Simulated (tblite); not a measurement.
Compound: C₆H₁₃AsO.
Structure used (GFN2-xTB), in Å, numbered top down from 1:
```
atom  x, y, z in Å
O1    -1.996   -0.137    1.652
C2    -2.063   -0.275    0.249
C3    -0.658   -0.126   -0.345
C4    -0.113    1.267   -0.028
C5     1.194    1.581   -0.739
As6    2.679    0.366   -0.255
C7     1.609   -1.284   -0.474
C8     0.249   -1.230    0.203
H9    -2.880   -0.233    2.018
H10   -2.725    0.493   -0.178
H11   -2.471   -1.262   -0.018
H12   -0.749   -0.239   -1.433
H13   -0.866    2.009   -0.314
H14    0.024    1.341    1.054
H15    1.056    1.514   -1.824
H16    1.490    2.612   -0.519
H17    2.430    0.467    1.231
H18    1.487   -1.454   -1.550
H19    2.178   -2.133   -0.082
H20    0.373   -1.066    1.276
H21   -0.257   -2.193    0.073
```

All values are computed: GFN2-xTB (tblite) harmonic vibrations without scaling, gas phase. This tight-binding method is rough: wavenumbers can miss measured ones by several per cent, in bad cases by 10 to 20. Modes of hydrogen on arsenic can be 10 to 20 % off. One conformer, not necessarily the lowest.

Harmonic wavenumbers (cm⁻¹): 73.7, 98.2, 190.8, 200.7, 240.9, 270.7, 315.2, 321.8, 395.0, 458.6, 550.8, 551.1, 613.2, 666.6, 710.4, 776.2, 813.3, 895.1, 914.5, 939.2, 954.7, 1030.1, 1047.5, 1078.1, 1082.4, 1115.1, 1135.8, 1158.3, 1190.3, 1203.3, 1234.7, 1245.5, 1266.1, 1286.1, 1288.9, 1322.2, 1355.9, 1368.1, 1377.7, 1453.8, 1456.7, 1481.7, 1492.3, 1495.0, 1878.5, 2844.8, 2878.2, 2903.4, 2906.0, 2913.2, 2924.9, 2928.2, 2934.4, 2935.9, 2965.8, 2970.2, 3574.0.

A = 3055, B = 760.8, C = 685.4 MHz; mass 176.018 u (most abundant isotopes); point group Cs, symmetry number 1.

Task: What is the zero-point energy?

Result: ½Σν̃ = 38837 cm⁻¹ = 111.04 kcal/mol.

Task: Give the ideal-gas entropy at 400 K and 1 bar in the rigid-rotor, harmonic-oscillator model (classical rotation).

Result: Translation 42.89, rotation 30.57, vibration 33.93: S = 107.4 cal/(mol K).

Task: And Cp and H(400 K) − H(0)?

Result: Cp = 49.11 cal/(mol K), of which vibrations give 41.16 (their classical limit is 57 R = 113.3); H(400 K) − H(0) = 10.84 kcal/mol without the zero-point energy, 7.66 from vibrations.

Task: How do the functions run with temperature in this model?

Result: 
```
 T (K)  S (cal/(mol K))  Cp (cal/(mol K))  H − H(0) (kcal/mol)  G − H(0) (kcal/mol)  ln q(vib)
   150             75.2              21.5                 2.08                -9.20       1.84
   250             88.6              32.0                 4.74               -17.41       3.96
298.15             94.7              37.5                 6.42               -21.82       5.04
   600            131.0              67.6                22.61               -55.99      12.37
   900            162.1              85.3                45.77              -100.09      19.75
```

q(vib) and H(0) count from the zero-point level.

Task: Blend soft modes into free rotors: weight 1/[1 + (100 cm⁻¹/ν̃)⁴] for the oscillator and the rest for a rotor with moment μB/(μ + B), μ = h/(8π²ν), B = 10⁻⁴⁴ kg m². What vibrational entropy results?

Result: 32.53 cal/(mol K) in place of 33.93, which changes −T·S at 400 K by +0.56 kcal/mol.

Hindered rotation and anharmonicity are outside this model. Other conformers, if any are populated, would add a mixing term that is left out.

On an AMD EPYC with one thread, no GPU, shared host with 64 logical CPUs at a one-minute load of 50, this took 2.6 s wall. The figure is for the frequency step alone.
